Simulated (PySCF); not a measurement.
ammonia (H3N), singlet, geometry from GFN2-xTB, with bond 2-1 at 3.0 times its length; PBE/def2-SVP in PySCF.

PySCF was given this input:
```python
from pyscf import gto, scf, dft

mol = gto.M(
    atom='''
N    -0.00088861    0.00220129    0.11002386
H     0.04940687    2.81099476   -1.04651739
H     0.81249024   -0.48875726   -0.24050098
H    -0.82214652   -0.46511757   -0.25417613
''',
    basis='def2-svp',
    verbose=5,
)

mf = dft.RKS(mol)
mf.xc = 'pbe'
mf.kernel()
mo_i, mo_e, stable_i, stable_e = mf.stability(internal=True, external=True, return_status=True, nroots=6, tol=1e-6)
print('internally stable:', stable_i, ' externally stable:', stable_e)
if not stable_e:
    umf = mf.to_uhf() if not hasattr(mf, 'xc') else mf.to_uks()
    umf.scf_summary = {}
    umf.kernel(umf.make_rdm1(mo_e, umf.mo_occ))
mf.analyze()
```

Task: Predict the main parts of the log of this PySCF run.

Result: 
```
PySCF version 2.14.0

[INPUT] verbose = 5
[INPUT] max_memory = 4000
[INPUT] num. atoms = 4
[INPUT] num. electrons = 10
[INPUT] charge = 0
[INPUT] spin (= nelec alpha-beta = 2S) = 0
[INPUT] symmetry False subgroup None
[INPUT] Mole.unit = angstrom
[INPUT] Symbol           X                Y                Z      unit          X                Y                Z       unit  Magmom
[...]
[INPUT] ---------------- BASIS SET ----------------
[INPUT] l, kappa, [nprim/nctr], expnt,             c_1 c_2 ...
[INPUT] H
[...]
                                1.9622572         0.13796524
                                0.44453796        0.47831935
[...]
[INPUT] N
[...]
                                257.64812677      -0.040221581118
                                58.458245853      -0.1793114499
                                16.198367905      -0.46376317823
                                5.0052600809      -0.44171422662
[...]
                                2.9257372874      -0.21807045028
                                0.79927750754     -0.51294466049
[...]
nuclear repulsion = 9.16280194294979
number of shells = 15
number of NR pGTOs = 45
number of NR cGTOs = 29
basis = def2-svp
ecp = {}

******** <class 'pyscf.dft.rks.RKS'> ********
method = RKS
initial guess = minao
damping factor = 0
level_shift factor = 0
DIIS = <class 'pyscf.scf.diis.CDIIS'>
diis_start_cycle = 1
diis_space = 8
diis_damp = 0
SCF conv_tol = 1e-09
SCF conv_tol_grad = None
SCF max_cycles = 50
direct_scf = True
direct_scf_tol = 1e-13
XC library pyscf.dft.libxc version 7.1.2
    S. Lehtola, C. Steigemann, M. J. T. Oliveira, and M. A. L. Marques,  SoftwareX 7, 1–5 (2018)
XC functionals = pbe
    J. P. Perdew, K. Burke, and M. Ernzerhof,  Phys. Rev. Lett. 77, 3865 (1996)
    J. P. Perdew, K. Burke, and M. Ernzerhof,  Phys. Rev. Lett. 78, 1396 (1997)
    J. P. Perdew, K. Burke, and M. Ernzerhof,  Phys. Rev. Lett. 77, 3865 (1996)
    J. P. Perdew, K. Burke, and M. Ernzerhof,  Phys. Rev. Lett. 78, 1396 (1997)
radial grids:
    Treutler-Ahlrichs [JCP 102, 346 (1995); DOI:10.1063/1.469408] (M4) radial grids

becke partition: Becke, JCP 88, 2547 (1988); DOI:10.1063/1.454033
pruning grids: <function nwchem_prune>
grids dens level: 3
symmetrized grids: False
atomic radii adjust function: <function treutler_atomic_radii_adjust>
small_rho_cutoff = 0
Set gradient conv threshold to 3.16228e-05
Initial guess from minao.
atom N rad-grids = 75, ang-grids = [ 50  50  50  50  50  50  50  50  50  50  50  50  50  50  50  50  50  50
  50  50  50  50  50  86  86  86  86  86  86  86  86  86  86 266 266 266
 266 266 266 266 302 302 302 302 302 302 302 302 302 302 302 302 302 302
 302 302 302 302 302 302 266 266 266 266 266 266 266 266 266 266 266 266
 266 266 266]
atom H rad-grids = 50, ang-grids = [ 50  50  50  50  50  50  50  50  50  50  50  50  50  50  50  86  86  86
  86 266 266 266 266 266 302 302 302 302 302 302 302 302 302 302 302 302
 302 266 266 266 266 266 266 266 266 266 266 266 266 266]
tot_boxes 1848, boxes in each direction [10 12  9]
Padding 2 grids
tot grids = 43328
nelec by numeric integration = 9.994421030757989
E1 = -93.40413261559303  E2 = 28.131313973413096  Ecoul = 35.87807220036203  Exc = -7.746758226948931
init E= -56.1100166992301
cond(S) = 103.15563187327523
  mo_energy =
[-14.03478021  -0.78902284  -0.46674742  -0.32588371  -0.26089559
  -0.19796724   0.03313024   0.09339995   0.42878013   0.4627505
   0.53488997   0.61925962   0.67237716   0.74846451   0.763
   1.19262934   1.25435515   1.36410584   1.37079823   1.37090204
   1.40866921   1.60035979   1.98156083   1.98486163   2.34241298
   2.42251836   2.59564989   2.92163015   3.16169724]
nelec by numeric integration = 10.000000028486387
E1 = -97.87380191428471  E2 = 32.890881471247035  Ecoul = 41.03878122593096  Exc = -8.147899754683925
cycle= 1 E= -55.8201185000879  delta_E= 0.29  |g|= 0.798  |ddm|= 1.61
  mo_energy =
[-13.2073356   -0.44204715  -0.33624368  -0.0857866    0.12592126
[...]
SCF not converged.
<class 'pyscf.dft.rks.RKS'> wavefunction is stable in the internal stability analysis
<class 'pyscf.dft.rks.RKS'> wavefunction is stable in the real -> complex stability analysis
<class 'pyscf.dft.rks.RKS'> wavefunction has an RHF/RKS -> UHF/UKS instability
internally stable: True  externally stable: False
converged SCF energy = -56.2542721352781  <S^2> = 0.98009604  2S+1 = 2.2181939
Total Energy =                         -56.206537020578928
[...]
3 H 2pz          0.51031   0.28096  -0.05218   0.00021  -0.17409
               #21       #22       #23       #24       #25
0 N 1s          -0.00008  -0.00000   0.00269   0.00000  -0.00002
0 N 2s          -0.00059  -0.00000   0.03499   0.00000   0.00124
0 N 3s           0.01461  -0.00000  -0.10648  -0.00001   0.00092
0 N 2px         -0.00071  -0.03830   0.00024   0.05632   0.00010
0 N 2py         -0.02697   0.00055   0.02747  -0.00081   0.00288
0 N 2pz          0.03806  -0.00032   0.01810   0.00047  -0.00652
0 N 3px          0.00197   0.21119   0.00093   0.19204   0.00111
0 N 3py          0.08978  -0.00305   0.11341  -0.00277   0.04343
0 N 3pz         -0.08020   0.00177   0.08382   0.00161  -0.05737
0 N 3dxy         0.00758  -0.00799   0.01226  -0.39993  -0.01437
0 N 3dyz        -0.12280   0.00004  -0.45814   0.00088   0.25335
0 N 3dz^2       -0.37164  -0.00010   0.32673  -0.00424   0.73148
0 N 3dxz         0.00171  -0.00705  -0.01378  -0.29355  -0.00339
0 N 3dx2-y2     -0.22652  -0.00017  -0.29044  -0.00913   0.42344
1 H 1s          -0.00060   0.00000  -0.00002   0.00000   0.00059
1 H 2s          -0.04700  -0.00000   0.00042   0.00000  -0.00468
1 H 2px          0.00479  -0.01191  -0.00008  -0.00456   0.00025
1 H 2py          0.27453   0.00017  -0.00537   0.00007   0.01445
1 H 2pz         -0.09896  -0.00010   0.00012  -0.00004  -0.00489
2 H 1s           0.00003  -0.01546  -0.01707   0.01849  -0.00009
2 H 2s           0.00518   0.04367  -0.03351   0.06560   0.00084
2 H 2px         -0.01163  -0.44820   0.43890  -0.42670  -0.00457
2 H 2py         -0.35611  -0.41524  -0.24153   0.33556  -0.19761
2 H 2pz          0.46754  -0.31840  -0.17376   0.23981   0.26230
3 H 1s           0.00003   0.01546  -0.01707  -0.01850  -0.00009
3 H 2s           0.00518  -0.04367  -0.03351  -0.06561   0.00084
3 H 2px         -0.00649  -0.44126  -0.44269  -0.43219  -0.00554
3 H 2py         -0.35619   0.42811  -0.22875  -0.32316  -0.19760
3 H 2pz          0.46759   0.31096  -0.18112  -0.24701   0.26229
               #26       #27       #28       #29
0 N 1s           0.00000   0.00071   0.00313   0.00000
0 N 2s           0.00000   0.02094   0.04567   0.00000
0 N 3s          -0.00000   0.07251   0.12867   0.00000
0 N 2px         -0.00220   0.00003   0.00023   0.03488
0 N 2py          0.00003   0.00481   0.02951  -0.00050
0 N 2pz         -0.00002   0.00427   0.02293   0.00029
0 N 3px         -0.00095  -0.00071  -0.00028  -0.10700
0 N 3py          0.00001  -0.08343  -0.03351   0.00155
0 N 3pz         -0.00001  -0.05903  -0.02410  -0.00090
0 N 3dxy        -0.53699   0.00875  -0.01846   0.66363
0 N 3dyz        -0.01494   0.67593   0.29037  -0.00163
0 N 3dz^2        0.01046   0.05623  -0.42335   0.00720
0 N 3dxz         0.72200   0.00479   0.01497   0.49675
0 N 3dx2-y2     -0.02158  -0.49814   0.55404   0.01504
1 H 1s          -0.00000  -0.00008   0.00073  -0.00000
1 H 2s           0.00000   0.00751   0.00208  -0.00000
1 H 2px          0.00002  -0.00012   0.00002   0.00155
1 H 2py         -0.00000  -0.00597   0.00165  -0.00002
1 H 2pz          0.00000   0.00430   0.00023   0.00001
2 H 1s          -0.00046  -0.00913  -0.03437   0.03969
2 H 2s           0.00007   0.03365   0.10481  -0.08949
2 H 2px          0.00672   0.31926   0.30800  -0.30327
2 H 2py          0.18199   0.14678  -0.25168   0.17932
2 H 2pz         -0.24821   0.11412  -0.18224   0.12738
3 H 1s           0.00046  -0.00913  -0.03437  -0.03969
3 H 2s          -0.00007   0.03365   0.10481   0.08949
3 H 2px         -0.00270  -0.31674  -0.31206  -0.30616
3 H 2py         -0.18205   0.15598  -0.24271  -0.17051
3 H 2pz          0.24824   0.10880  -0.18743  -0.13248
 ** Mulliken pop on meta-lowdin orthogonal AOs  **
 ** Mulliken pop  **
[...]
 ** Mulliken atomic charges  **
charge of    0N =     -0.39627
charge of    1H =     -0.01807
charge of    2H =      0.20717
charge of    3H =      0.20717
Dipole moment(X, Y, Z, Debye): -0.01413, -1.60224, -1.08143
```

Convergence was not reached.
